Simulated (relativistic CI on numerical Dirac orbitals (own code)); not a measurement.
Method of calculation: Dirac-Coulomb-Breit CI, orbitals from a KLI potential per configuration, model QED, unscaled Slater integrals (own radial code, finite nucleus).

The strongest absorption lines from the ground level of an ion, among the configurations computed and to levels below about 4640 eV (vacuum wavelength in Å, gf): 3.0583 (0.71), 3.0607 (0.79), 3.0671 (3), 3.0683 (1.5), 3.0835 (0.63), 3.2235 (3.3), 3.2360 (0.77), 3.2399 (0.72).

(1) Which ion is it?
A. La49+
B. In41+
C. Nb33+
D. Rh37+

Answers

(1) B. In41+ has 8 electrons and the ground level 2s²2p⁴ ³P2; the strongest line goes to 2s²2p³3d ³D°3. The pattern of lines fixes the number of electrons, and along that sequence the line energies rise steadily with the charge (about as its square where n changes within one kind of shell, about linearly where n is kept but much faster in heavy ions where fine structure, which grows about as Z⁴, sets the gap, and irregularly where shells cross), which fixes Z. Configurations outside the model, such as inner-shell arrays, can give stronger lines. At this charge energies of transitions that change n are usually good to better than 1 %, and those within a shell (Δn = 0) to a few per cent.

LS names give the leading component of a level, which can be under half, so a name can repeat, a term be missing and a line seem to break the LS rules.
